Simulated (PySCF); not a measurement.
trisilylamine (H₉NSi₃), SMILES N([SiH3])([SiH3])[SiH3].

Geometry optimised at B3LYP-D3(BJ)/def2-SVP. A frequency run showed that this geometry is not a minimum.

Two levels are set side by side: PBE/def2-TZVP (PySCF) and CAM-B3LYP/def2-TZVP (PySCF). Same geometry, gas phase. Differences are taken from unrounded values.

```csv
quantity,CAM-B3LYP
orbital gap (eV),9.63
highest occupied level (eV),-9.01
lowest empty level (eV),0.62
dipole moment (D),0.09
mean polarisability (bohr³),83.2
```

Q: What does PBE give, and how far is it from CAM-B3LYP? (Estimate from the structure and the level; the computed values follow.)

A: 
```csv
quantity,PBE,PBE minus CAM-B3LYP
orbital gap (eV),5.10,-4.53
highest occupied level (eV),-6.40,2.61
lowest empty level (eV),-1.30,-1.92
dipole moment (D),0.11,0.02
mean polarisability (bohr³),87.9,4.7
```

PBE's occupied levels lie high since its potential decays too fast outside the molecule; exact exchange lowers them and widens the gap. Loosely held outer electrons make PBE densities more polarisable. Differences between two approximate levels are no errors against the true value.

Rough cost on one machine, each run with all the roots and properties that it gave: CAM-B3LYP against PBE within a factor of 2.
